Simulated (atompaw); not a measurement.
## erbium: PAW (atompaw) pseudisation with LDA (PW92), scalar-relativistic reference atom.

```
Element                 : erbium (Er)
Generator               : atompaw 4.2.0.5
Type                    : PAW
Functional              : LDA (PW92)
Relativity              : scalar-relativistic
Frozen core             : [Kr] 4d10
Valence charge          : 22
Reference configuration : 4f12 5s2 5p6 5d0 6s2 6p0
Partial waves           : 5s (bound); 6s (bound); 5p (bound); 6p (bound, empty); 5d (bound, empty); 5d channel at 1.75 Ry; 4f (bound); 4f channel at 2.15 Ry
Local potential         : bessel scheme, radius 3.00 bohr
Core correction         : smooth core density matched at 2.30 bohr
Augmentation charge     : besselshape compensation charge, radius 2.20 bohr; PAW radius 3.00 bohr; waves and projectors: bloechl
```

Poles of the logarithmic derivatives, all-electron (AE) and pseudo (PS). s: poles at -3.8, 1.9 (AE) and -3.8, 1.9 (PS) Ry. p: poles at -1.9, 3.2 (AE) and -1.9, 3.3 (PS) Ry. d: poles at 0.6 (AE) and 0.6 (PS) Ry. f: poles at -0.2, 3.4 (AE) and -0.2, 3.5 (PS) Ry. Test radius 3.00 bohr.

- Cutoffs needed: 30 Ry and 40 Ry (the cutoffs (Ry, on a coarse ladder) from which the occupation-weighted sum of valence levels, in a spherical-Bessel basis at the reference potential, stays within 10 and 1 mRy of its value at 400 Ry)
- Ghost test: no extra level below or beside the all-electron valence levels (s, p, d, f tested) (spherical-Bessel basis up to 400 Ry, 20 bohr box)
- Lowest eigenvalue of the overlap operator: 0.53 (s channel)
- Overlap eigenvalues printed by atompaw (projector basis): 0.481, 0.488, 1.31, 1.31, 3.23, 5.49, 11.4, 231
- Share of each valence orbital outside the PAW sphere: 5s 0 %, 6s 74 %, 5p 2 %, 6p 94 %, 5d 52 %, 4f 1 %
